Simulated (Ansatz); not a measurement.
Energy needed to pull apart AlH5Se, closed shell, into free ground-state atoms, from the structure below (displaced at random from a GFN2-xTB minimum); no zero-point or spin–orbit terms; open-shell atoms are treated unrestricted, in their ground-state multiplicity.

Al1  (-0.780, -0.758, -0.610)
Se2  (1.104, 0.060, 1.177)
H3  (-0.419, -2.232, -0.507)
H4  (-2.055, 0.033, -0.025)
H5  (-0.145, 0.309, -1.875)
H6  (2.070, 0.952, 0.211)
H7  (0.366, 1.662, 1.682)
(Å)

Program: Ansatz 0.2.0. Basis: def2-TZVPP. Cores are frozen in the correlated methods. Filled d shells of the heavier atoms are correlated. The def2 sets are not built for correlating such inner shells, so the correlated values are less sure here.

```tsv
method	atomization energy (kcal/mol)
PBE-D4	354.6
r2SCAN-D4	358.2
PBE0-D4	348.9
HSE06-D4	?
BHLYP-D4	349.0
wB97M-V	355.1
HF	?
MP2	338.6
CCSD	347.1
CCSD(T)	351.3
```

(1) What does HSE06-D4 give? (An estimate is asked for; the value comes from the calculation.)

(2) What does HF give? (Judge from chemistry; the value comes from the calculation.)

T1 diagnostic: at most 0.011.

## Answers

(1) By the calculation: 348.9 kcal/mol, which is about 2.4 kcal/mol less than CCSD(T)/def2-TZVPP.

(2) Computed: 247.7 kcal/mol, which is about 103.6 kcal/mol less than CCSD(T)/def2-TZVPP.

In triple zeta the MP2 and coupled-cluster atomization energies are still short of their basis limit by a few kcal/mol a bond, whereas those of the functionals are nearly converged, so these differences are not deviations from converged CCSD(T).

For scale, one of the runs: CCSD(T)/def2-TZVPP forces, 160 basis functions (an equivalent command: `ansatz run in.yaml --threads 4`). Time: 92 s of wall clock on 4 CPU threads; the host was shared. Peak host memory: 2 GiB.
